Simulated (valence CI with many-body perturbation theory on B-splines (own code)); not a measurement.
## E1 transitions of Mo9+

Computed by valence CI with perturbative core correlation (CI+MBPT): five valence electrons over a frozen Dirac-Fock core [Ar] 3d10, a basis of 9 s, 9 p, 8 d, 6 f, 3 g, 1 h functions for each j, with the one-electron correlation potential Σ1, the two-electron term Σ2, the three-electron term Σ3, Breit, model QED; selected CI, second order for the rest, scaled by the run's own slope (own B-spline code, finite nucleus).

No measured levels were compared; by estimate levels hold to about 250 cm⁻¹ or 0.2 % of their energy and the worst to 1 %, as in measured heavy ions of charge 2 to 7; those with d or f electrons hold less well. Among the levels kept, up to 720 cm⁻¹ of a level comes from second order outside the variational space, and about a tenth of that is noise between levels of different J, which matters for small intervals.

Lines 1 to 50 of 178 in falling wavelength, among levels below 69.418 eV, chosen from the strongest by gf and those to the six lowest levels. Wavelengths and rates use the calculated energies, so an error of 700 cm⁻¹ moves a line at 129.2 nm by 0.9 % and its rate by three times that or more. Electric multipoles are in the length gauge, E1 and E2 with the static RPA response of the core. Weak lines are less certain than strong ones. Lines between different terms over intervals too small for the method are left out, as are lines whose strength nearly cancels. The highest levels of a list are the least certain.

Names give the largest LS component (configuration and term), which can be under half, so a name can repeat, a term be missing and a line seem to break the LS rules; names also repeat where a configuration has a term twice. Letters in brackets count levels of one name in rising energy.

| λ vac (nm) | Upper | Lower | A (s⁻¹) | log gf | Branch % |
| --- | --- | --- | --- | --- | --- |
| 129.2 | 4p⁵ ²P°_3/2 | 4s²4p²4d ²D_5/2 [a] | 1.43e+06 | -2.85 | 0.0 |
| 106.8 | 4p⁵ ²P°_1/2 | 4s²4p²4d ²D_3/2 [b] | 4.64e+06 | -2.80 | 0.0 |
| 101.1 | 4p⁵ ²P°_3/2 | 4s²4p²4d ²P_1/2 [a] | 4.49e+06 | -2.56 | 0.0 |
| 87.62 | 4p⁵ ²P°_1/2 | 4s²4p²4d ⁴P_1/2 | 9.90e+06 | -2.64 | 0.1 |
| 85.95 | 4s4p³4d ⁶D°_5/2 | 4s²4p²4d ⁴P_3/2 | 4.19e+06 | -2.56 | 1.6 |
| 85.72 | 4p⁵ ²P°_3/2 | 4s²4p²4d ²P_3/2 [a] | 4.33e+07 | -1.72 | 0.4 |
| 82.70 | 4s4p³4d ⁶D°_7/2 | 4s²4p²4d ⁴P_5/2 | 8.18e+06 | -2.17 | 6.3 |
| 81.89 | 4p⁵ ²P°_1/2 | 4s²4p²4d ²P_1/2 [a] | 2.42e+07 | -2.31 | 0.2 |
| 71.49 | 4p⁵ ²P°_1/2 | 4s²4p²4d ²P_3/2 [a] | 2.39e+07 | -2.44 | 0.2 |
| 70.20 | 4p⁵ ²P°_3/2 | 4s²4p²4d ⁴D_3/2 | 8.71e+06 | -2.59 | 0.1 |
| 65.11 | 4s4p³4d ⁶D°_3/2 | 4s²4p²4d ⁴D_5/2 | 6.11e+06 | -2.81 | 1.9 |
| 64.92 | 4s4p⁴ ⁴P_5/2 | 4s²4p³ ²P°_3/2 | 4.86e+06 | -2.74 | 0.2 |
| 64.86 | 4s4p³4d ⁶D°_5/2 | 4s²4p²4d ⁴D_5/2 | 5.66e+06 | -2.67 | 2.2 |
| 62.58 | 4s4p³4d ⁶D°_7/2 | 4s²4p²4d ⁴F_9/2 | 3.78e+06 | -2.75 | 2.9 |
| 62.12 | 4s4p³4d ⁶D°_1/2 | 4s²4p²4d ⁴D_3/2 | 1.67e+07 | -2.71 | 5.8 |
| 61.94 | 4s4p³4d ⁶D°_9/2 | 4s²4p²4d ⁴F_9/2 | 3.38e+07 | -1.71 | 56.6 |
| 61.93 | 4s4p³4d ⁶D°_3/2 | 4s²4p²4d ⁴D_3/2 | 1.60e+07 | -2.43 | 5.0 |
| 61.77 | 4s4p³4d ⁶D°_5/2 | 4s²4p²4d ²F_7/2 [a] | 5.22e+06 | -2.75 | 2.1 |
| 61.56 | 4s4p³4d ⁶D°_1/2 | 4s²4p²4d ⁴D_1/2 | 1.90e+07 | -2.67 | 6.6 |
| 61.46 | 4s4p³4d ⁶D°_7/2 | 4s²4p²4d ²F_7/2 [a] | 5.90e+06 | -2.57 | 4.5 |
| 60.84 | 4s4p³4d ⁶D°_9/2 | 4s²4p²4d ²F_7/2 [a] | 5.29e+06 | -2.53 | 8.9 |
| 60.63 | 4p⁵ ²P°_3/2 | 4s²4p²4d ⁴F_3/2 | 1.01e+07 | -2.65 | 0.1 |
| 60.35 | 4p⁵ ²P°_1/2 | 4s²4p²4d ⁴D_3/2 | 1.31e+07 | -2.85 | 0.1 |
| 59.83 | 4p⁵ ²P°_1/2 | 4s²4p²4d ⁴D_1/2 | 3.81e+07 | -2.39 | 0.4 |
| 59.50 | 4s4p³4d ⁶D°_5/2 | 4s²4p²4d ²F_5/2 [a] | 8.28e+06 | -2.58 | 3.3 |
| 59.18 | 4s4p⁴ ⁴P_3/2 | 4s²4p³ ²P°_3/2 | 4.42e+07 | -2.03 | 1.7 |
| 59.13 | 4s4p³4d ⁶D°_7/2 | 4s²4p²4d ⁴F_7/2 | 2.58e+07 | -1.97 | 19.8 |
| 58.56 | 4s4p³4d ⁶D°_9/2 | 4s²4p²4d ⁴F_7/2 | 1.88e+07 | -2.01 | 31.6 |
| 57.62 | 4s4p⁴ ⁴P_1/2 | 4s²4p³ ²P°_3/2 | 1.30e+07 | -2.89 | 0.5 |
| 56.81 | 4p⁵ ²P°_3/2 | 4s4p⁴ ²P_1/2 | 8.45e+07 | -1.79 | 0.8 |
| 56.10 | 4s4p³4d ⁶D°_5/2 | 4s²4p²4d ⁴F_5/2 | 1.22e+07 | -2.46 | 4.8 |
| 55.84 | 4s4p³4d ⁶D°_7/2 | 4s²4p²4d ⁴F_5/2 | 1.08e+07 | -2.40 | 8.3 |
| 54.30 | 4s4p⁴ ⁴P_3/2 | 4s²4p³ ²P°_1/2 | 1.06e+06 | -3.73 | 0.0 |
| 52.98 | 4s4p⁴ ⁴P_1/2 | 4s²4p³ ²P°_1/2 | 8.78e+07 | -2.13 | 3.1 |
| 52.88 | 4s4p⁴ ⁴P_5/2 | 4s²4p³ ²D°_5/2 | 1.00e+08 | -1.60 | 4.8 |
| 50.57 | 4s4p⁴ ⁴P_5/2 | 4s²4p³ ²D°_3/2 | 1.66e+08 | -1.42 | 8.0 |
| 50.19 | 4p⁵ ²P°_3/2 | 4s4p⁴ ²P_3/2 | 2.51e+09 | -0.42 | 24.5 |
| 50.18 | 4p⁵ ²P°_1/2 | 4s4p⁴ ²P_1/2 | 2.35e+09 | -0.75 | 23.6 |
| 49.24 | 4p⁵ ²P°_3/2 | 4s4p⁴ ²S_1/2 | 8.12e+08 | -0.93 | 7.9 |
| 49.01 | 4s4p⁴ ⁴P_3/2 | 4s²4p³ ²D°_5/2 | 3.77e+07 | -2.27 | 1.5 |
| 48.58 | 4s4p⁴ ²D_3/2 | 4s²4p³ ²P°_3/2 | 4.81e+07 | -2.17 | 0.8 |
| 47.44 | 4s4p⁴ ²D_5/2 | 4s²4p³ ²P°_3/2 | 8.07e+08 | -0.79 | 17.9 |
| 47.02 | 4s4p⁴ ⁴P_3/2 | 4s²4p³ ²D°_3/2 | 1.45e+06 | -3.72 | 0.1 |
| 46.03 | 4s4p⁴ ⁴P_1/2 | 4s²4p³ ²D°_3/2 | 6.06e+07 | -2.41 | 2.1 |
| 45.24 | 4s4p⁴ ²D_3/2 | 4s²4p³ ²P°_1/2 | 3.05e+08 | -1.43 | 5.3 |
| 44.95 | 4p⁵ ²P°_1/2 | 4s4p⁴ ²P_3/2 | 2.85e+09 | -0.76 | 28.6 |
| 44.49 | 4s4p⁴ ⁴P_5/2 | 4s²4p³ ⁴S°_3/2 | 1.81e+09 | -0.49 | 87.0 |
| 44.19 | 4p⁵ ²P°_1/2 | 4s4p⁴ ²S_1/2 | 4.49e+08 | -1.58 | 4.5 |
| 42.32 | 4p⁵ ²P°_3/2 | 4s4p⁴ ²D_5/2 | 4.67e+09 | -0.30 | 45.5 |
| 41.72 | 4s4p⁴ ⁴P_3/2 | 4s²4p³ ⁴S°_3/2 | 2.49e+09 | -0.58 | 96.7 |

Question: How does gf follow from A for the line at 61.93 nm?

Answer: gf = 1.4992 × (2J+1)_upper × A / σ², with σ = 161471 cm⁻¹ and 2J+1 = 4: gf = 0.00367.
